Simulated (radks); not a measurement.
Q: The lithium ion Li2+, 1s1. All-electron calculation, non-relativistic Kohn-Sham, r2SCAN, spin-polarised, spherical densities, point nucleus; meta-GGA in the generalised Kohn-Sham scheme. Program: a radial shooting solver on a logarithmic mesh with Libxc functionals. Every spin shell is full or empty, so the densities are truly spherical. Functionals are evaluated on that one density, not self-consistently. Rank these exchange functionals by their error against the exact value of the orbitals, and give that value: LDA, RPBE, AM05, B86b, G96, EV93, revTPSS, MVS.

A: Exact: -0.935491 hartree. From best to worst, with 100 (|E| - |E exact|)/|E exact| (equal figures are ties): revTPSS +0.03, MVS +0.04, RPBE -0.34, G96 -0.36, B86b -1.08, EV93 +3.78, AM05 -10.99, LDA -14.20.
